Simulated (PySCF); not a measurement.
## The 25-electron isoelectronic series, spin-free X2C

Calculated with PySCF 2.14 from differences of total energies of unrestricted determinants, without spin-orbit coupling. Each ion has its own even-tempered basis scaled to its charge (22s15p11d5f4g for the first); frozen: nothing. Ionisation energies in eV.

```
  ion  configuration     UHF  MP2 (outer shells)  NIST (with spin-orbit, Breit and QED)
 Ni³⁺  [Ar] 3d7 (4F)  52.988                 n/a                       54.92 ± 0.25 (s)
 Se⁹⁺  [Ar] 3d7 (4F)  255.40                 n/a                          255 ± 2.2 (t)
Kr¹¹⁺  [Ar] 3d7 (4F)  348.50              349.97                            350 ± 3 (t)
Rb¹²⁺  [Ar] 3d7 (4F)  399.74              401.18                            400 ± 3 (t)
Sr¹³⁺  [Ar] 3d7 (4F)  454.11              455.52                            454 ± 3 (t)
Tc¹⁸⁺  [Ar] 3d7 (4F)  772.27              773.60                            773 ± 3 (t)
Pd²¹⁺  [Ar] 3d7 (4F)  1000.1              1001.4                           1000 ± 4 (t)
Ag²²⁺  [Ar] 3d7 (4F)  1082.2              1083.4                           1082 ± 4 (t)
Cd²³⁺  [Ar] 3d7 (4F)  1167.3              1168.6                           1167 ± 4 (t)
In²⁴⁺  [Ar] 3d7 (4F)  1255.5              1256.8                           1255 ± 4 (t)
```

Each ion has its own basis, which adds noise of up to about 0.1 % along the series.

NIST values marked (s) are semi-empirical, (t) theoretical. Open shells are high-spin determinants of the terms that Hund's rules give.

Spin-orbit coupling of the open shells is absent from the calculated values and included in NIST's; it grows fast with Z.
